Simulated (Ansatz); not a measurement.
In14As14H34⁻, a nanocrystal cut from wurtzite InAs (hydrogen-capped). Charge -1, multiplicity 2. Geometry PBE-D4/def2-SVP, that of the neutral singlet.

Cartesian coordinates in Å:
```
As 0.096 -2.581 -4.891
In -1.823 -0.661 -5.433
In 2.173 1.616 -4.900
As -0.348 1.081 -4.009
In 0.371 -3.682 -2.455
As -2.293 -3.995 -1.960
In 3.440 -1.149 -1.703
As 3.420 1.383 -2.475
As 0.949 -1.637 -0.896
In -0.526 0.503 -1.436
In -3.562 -2.596 -0.024
As -3.082 -0.098 -0.811
In 2.660 3.183 -0.672
As 0.194 2.542 0.063
In -1.077 4.763 -0.774
In -4.264 1.554 0.933
As -3.627 3.978 -0.027
As 4.705 -1.226 0.706
In 0.781 -2.384 1.667
As -1.892 -2.696 2.050
In 3.939 0.194 2.888
As 4.060 2.567 1.590
As 1.365 -0.282 3.178
In 0.038 1.973 2.658
In -3.052 -1.216 3.956
As -2.554 1.210 2.957
In 1.395 -0.922 5.799
As -1.321 -1.420 5.999
H 0.143 -3.730 -5.898
H 1.468 -1.998 -5.222
H -1.759 -0.342 -7.139
H -3.186 -1.227 -4.501
H 2.644 0.185 -5.782
H 2.246 3.278 -5.397
H -1.108 2.408 -4.028
H 1.220 -5.193 -2.331
H -3.052 -3.705 -3.253
H -2.673 -5.471 -1.852
H 4.140 -2.317 -2.794
H 4.898 1.694 -2.736
H -5.206 -3.103 0.221
H -3.864 0.037 -2.118
H 2.982 4.843 -1.098
H -1.150 4.727 -2.513
H -0.713 6.093 0.284
H -5.949 1.265 1.257
H -4.651 4.243 -1.131
H -4.237 4.952 0.981
H 6.214 -1.061 0.520
H 4.751 -2.694 1.128
H 1.641 -3.863 2.021
H -2.069 -4.127 2.565
H 5.078 0.059 4.199
H 5.529 2.969 1.446
H 3.700 3.630 2.627
H 0.441 3.288 3.733
H -4.712 -1.596 4.319
H -3.124 2.136 4.035
H 2.123 -2.490 5.994
H 1.630 0.521 6.740
H -1.598 -2.794 6.610
H -1.959 -0.617 7.133
```

In the def2 sets In takes a core potential; there is no spin–orbit coupling. Single mean-field runs in def2-SVP are fitted with def2-universal-jkfit. At PBE-D4/def2-SVP the gap within one spin of the charge -1 doublet nearly closes, so an electron or hole may be smeared out by delocalisation error.

(1) Estimate the α-spin orbital energies around the gap (eV) in Ansatz with PBE-D4/def2-SVP, r2SCANh-D4/def2-SVP, PBE0-D4/def2-SVP.

Answers

(1) 
```
orbital  PBE-D4/def2-SVP  r2SCANh-D4/def2-SVP  PBE0-D4/def2-SVP
 HOMO−5            -3.54                -4.09             -4.43
 HOMO−4            -3.47                -4.02             -4.36
 HOMO−3            -3.45                -3.99             -4.33
 HOMO−2            -3.22                -3.75             -4.10
 HOMO−1            -3.12                -3.65             -3.99
   HOMO            -0.21                -0.15             -0.30
   LUMO            -0.16                 0.28              0.55
 LUMO+1            -0.02                 0.36              0.61
 LUMO+2             0.02                 0.41              0.67
 LUMO+3             0.11                 0.50              0.77
 LUMO+4             0.16                 0.53              0.80
 LUMO+5             0.18                 0.55              0.82
 β HOMO            -3.09                -3.61             -3.94
 β LUMO            -0.15                 0.29              0.54
```
